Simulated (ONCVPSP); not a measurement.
# Varying the ONCV potential for In (Z = 49)

Base potential:

* Element: indium
* Generator: ONCVPSP 4.0.1
* Type: optimised norm-conserving Vanderbilt (ONCV)
* Functional: PBEsol
* Relativity: scalar-relativistic
* Frozen core: [Ar] 3d10 4s2
* Valence charge: 19
* Reference configuration: 4p6 4d10 5s2 5p0.5 (charge +0.5)
* Partial waves: 5s: rc 2.35 bohr, ncon 4, nbas 8, qcut 3.1 1/bohr, 3 projectors, debl 3.5 Ha; 4p+5p: rc 1.25 bohr, ncon 4, nbas 8, qcut 8.9 1/bohr, 2 projectors; 4d: rc 1.55 bohr, ncon 4, nbas 9, qcut 11.7 1/bohr, 2 projectors, debl 3.1 Ha
* Local potential: polynomial inside 1.15 bohr (lpopt 4, dvloc0 4 Ha)
* Core correction: none

Cutoffs, loose and tight: the cutoffs (Ha) at which the residual kinetic energy of the hardest occupied pseudo-wave falls to 1 and 0.1 mHa per electron. They do not see the model core or the augmentation charge, which bear on the density cutoff. Test errors are all-electron minus pseudo excitation energies from the reference, over the configurations 4p6 4d10 5s2 5p1; 4p6 4d10 5s2 5p0; 4p6 4d10 5s1 5p0; 4p5 4d10 5s2 5p1. A dash means not determined; rows that change the core or the reference have their own tests.

1 further variants are left out, since the program set their typed debl aside.

| change | outcome | cutoff, loose | cutoff, tight | bound ghosts | GHOST(+) flags above zero | largest test error (meV) |
| --- | --- | --- | --- | --- | --- | --- |
| base | generated | 40 Ha | 47 Ha | none | s | -127 |
| s: qcut 2.8; p: qcut 8.1; d: qcut 10.7 | generated | 37 Ha | 73 Ha | none | s | -123 |
| s: nbas 7 | generated | 40 Ha | 47 Ha | none | s | -134 |
| d: qcut 7.8 | generated | 29 Ha | 65 Ha | none | s | -177 |
| functional PBE; d: rc 1.25, qcut 14.5 | generated | 45 Ha | 57 Ha | none | s | -122 |
| d: nproj 3 | generated | 40 Ha | 47 Ha | none | s | -126 |
| d: rc 1.52 | generated | 40 Ha | 48 Ha | none | s | -126 |
